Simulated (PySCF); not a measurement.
Species: dibutylamine, C₈H₁₉N.
Atom-mapped SMILES: `[CH3:1][CH2:2][CH2:3][CH2:4][NH:5][CH2:6][CH2:7][CH2:8][CH3:9]` (hydrogens: H10, H11, H12 on C1; H13, H14 on C2; H15, H16 on C3; H17, H18 on C4; H19 on N5; H20, H21 on C6; H22, H23 on C7; H24, H25 on C8; H26, H27, H28 on C9)

Structure used (PBE0-D3(BJ)/def2-SVP), in Å, numbered top down from 1:
```xyz
28
C8H19N angstrom
C      4.3766    0.9610    0.3603
C      3.9183   -0.4823    0.2035
C      2.5392   -0.6488   -0.4261
C      1.3891   -0.0995    0.4025
N      0.1150   -0.4059   -0.2037
C     -1.0282    0.1167    0.5043
C     -2.3282   -0.2223   -0.2035
C     -3.5701    0.2554    0.5349
C     -4.8653   -0.0754   -0.1890
H      3.7335    1.5273    1.0514
H      5.4036    1.0140    0.7530
H      4.3642    1.4890   -0.6073
H      4.6519   -1.0279   -0.4132
H      3.9287   -0.9825    1.1884
H      2.3369   -1.7164   -0.6111
H      2.5327   -0.1606   -1.4193
H      1.4143   -0.5625    1.4065
H      1.5285    0.9925    0.5739
H      0.1050   -0.0687   -1.1651
H     -0.9734    1.2197    0.6655
H     -1.0388   -0.3273    1.5166
H     -2.3149    0.2214   -1.2170
H     -2.3689   -1.3148   -0.3530
H     -3.5031    1.3462    0.6951
H     -3.5853   -0.1929    1.5442
H     -4.9751   -1.1623   -0.3331
H     -5.7455    0.2768    0.3699
H     -4.8963    0.3916   -1.1866
```

Computed with PySCF at PBE0/pcSseg-1, non-relativistic, on one gas-phase PBE0-D3(BJ)/def2-SVP geometry that isn't relaxed in the solvent. The solvent is an IEF-PCM continuum (van der Waals radii × 1.2). Only the electrostatic response of the medium enters.

Gas phase at PBE0/pcSseg-1: HOMO -6.26 eV, LUMO 1.51 eV, dipole 0.81 D.

Question: What does the continuum do to the energy, the frontier levels and the dipole at PBE0/pcSseg-1 in chloroform and acetonitrile?

Answer: 
```json
{"solvent": "chloroform", "ε": "4.711", "E(solvent) − E(gas) (kcal/mol)": "-2.18", "polarisation term (kcal/mol)": "-2.34", "distortion of the solute (kcal/mol)": "0.16", "HOMO (eV)": "-6.29", "LUMO (eV)": "1.63", "dipole (D)": "1.07"}
{"solvent": "acetonitrile", "ε": "35.69", "E(solvent) − E(gas) (kcal/mol)": "-3.15", "polarisation term (kcal/mol)": "-3.52", "distortion of the solute (kcal/mol)": "0.37", "HOMO (eV)": "-6.33", "LUMO (eV)": "1.66", "dipole (D)": "1.25"}
```

Polarisation term: ½ Σ q·V over the induced surface charges. Distortion: the rise of the solute's own energy as its density leaves the gas-phase optimum. From chloroform to acetonitrile the lowering changes by a factor 1.44, Onsager's factor (ε − 1)/(2ε + 1) by 1.35 and ε itself by 7.6.

Question: Give the dipole vector in the frame of the coordinates (D, pointing from negative to positive charge), gas and acetonitrile.

Answer: Gas (0.11, 0.80, -0.11), solvent (0.15, 1.23, -0.15). Its length changes by +54 % and its direction by less than 1°.

Question: Which Hirshfeld charges (PBE0/pcSseg-1) respond most in acetonitrile (means over atoms taken as equivalent)?

Answer: 
```json
{"atoms": "N5", "environment": "secondary amine nitrogen", "gas (e)": "-0.162", "solvent (e)": "-0.175", "change": "-0.013"}
{"atoms": "H19", "environment": "N–H hydrogen", "gas (e)": "+0.103", "solvent (e)": "+0.110", "change": "+0.007"}
{"atoms": "H17/H18/H20/H21", "environment": "methylene hydrogen", "gas (e)": "+0.027", "solvent (e)": "+0.029", "change": "+0.002"}
{"atoms": "C4/C6", "environment": "sp3 carbon bound to nitrogen", "gas (e)": "-0.026", "solvent (e)": "-0.027", "change": "-0.001"}
{"atoms": "C1/C9", "environment": "methyl carbon", "gas (e)": "-0.115", "solvent (e)": "-0.116", "change": "-0.001"}
{"atoms": "C3/C7", "environment": "chain CH2 carbon", "gas (e)": "-0.069", "solvent (e)": "-0.071", "change": "-0.002"}
```

Question: How do the nuclear quadrupole coupling constants eQVzz/h respond in acetonitrile?

Answer: 
| nucleus | Q (barn) | gas (MHz) | solvent (MHz) | η gas | η solvent |
| --- | --- | --- | --- | --- | --- |
| 14N at N5 | 0.02044 | -5.94 | -5.76 | 0.06 | 0.08 |
